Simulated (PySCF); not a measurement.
# LaBr from Hartree–Fock to correlated methods

State: singlet, about 0.1 electrons in the 4f shell (Mulliken). Set-up: PySCF, scalar-relativistic core potentials, basis sets La def2-TZVPP with ECP46, Br def2-TZVPP. De refers to La (5d1 6s2) + Br in their high-spin ground configurations, without counterpoise correction. A positive dipole means La(−)Br(+). Levels whose curve was spin-contaminated or gave no clean fit are not listed.

```json
{"Level": "RHF", "Re (Å)": "2.756", "ωe (cm⁻¹)": "225", "De (eV)": "n/a", "μ (D)": "-3.85"}
{"Level": "RHF-MP2", "Re (Å)": "2.677", "ωe (cm⁻¹)": "243", "De (eV)": "n/a", "μ (D)": "n/a"}
{"Level": "RHF-SCS-MP2", "Re (Å)": "2.695", "ωe (cm⁻¹)": "239", "De (eV)": "n/a", "μ (D)": "n/a"}
{"Level": "RHF-CCSD", "Re (Å)": "2.707", "ωe (cm⁻¹)": "235", "De (eV)": "4.43", "μ (D)": "n/a"}
{"Level": "RHF-CCSD(T)", "Re (Å)": "2.703", "ωe (cm⁻¹)": "236", "De (eV)": "4.60", "μ (D)": "n/a"}
{"Level": "M06", "Re (Å)": "2.679", "ωe (cm⁻¹)": "238", "De (eV)": "4.53", "μ (D)": "-3.11"}
```

Problem. What does second-order correlation do here, going from RHF to RHF-MP2?

Solution. RHF-MP2 less RHF: -7.9 pm in Re, +8.0 % in ωe. Correlation nearly always deepens the well. The bond shortens, as in weak, metallic or heavy-atom bonds, where dispersion and the correlation of outer-core electrons pull the atoms together.

Problem. What does all correlation do here, going from RHF to RHF-CCSD(T)?

Solution. RHF-CCSD(T) less RHF: -5.3 pm in Re, +4.9 % in ωe. Correlation nearly always deepens the well. The bond shortens, as in weak, metallic or heavy-atom bonds, where dispersion and the correlation of outer-core electrons pull the atoms together.

Correlated steps freeze 9 core orbitals. These are scalar-relativistic numbers at best; spin–orbit coupling would shift them, the dissociation energy most. Where the molecule has an RHF reference, its open-shell atoms are computed with UHF.

The whole job (state search and all levels along the bond) took about 11 min on 2 threads of Arm Neoverse V2 (shared host), peak memory 3.6 GiB.
